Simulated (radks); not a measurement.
The numbers below are computed, except where a source is named.
Neutral palladium, 46 electrons, occupied as [Kr] 4d10 (the NIST ground configuration). Code: a radial shooting solver on a logarithmic mesh with Libxc functionals. Model: scalar-relativistic Kohn-Sham, PBE, spin-polarised, spherical densities, point nucleus. Some entries of the table are withheld. Estimate them.

orbital,occ.,eigenvalue (hartree),<r> (bohr),r(max) (bohr)
1s,2,-888.0981,0.03185,0.02066
2s,2,(1),0.1383,0.1168
2p,6,-116.2457,0.1206,0.09340
3s,2,-23.37481,0.3793,(2)
3p,6,-18.96508,0.3787,(3)
3d,10,-11.96206,(4),(5)
4s,2,-3.13589,0.9469,(6)
4p,6,-1.88153,1.044,0.9103
4d,10,-0.14875,1.590,1.099

Answer. 
(1) 2s eigenvalue (hartree): -129.6614
(2) 3s r(max) (bohr): 0.3418
(3) 3p r(max) (bohr): 0.3350
(4) 3d <r> (bohr): 0.3576
(5) 3d r(max) (bohr): 0.2824
(6) 4s r(max) (bohr): 0.8514
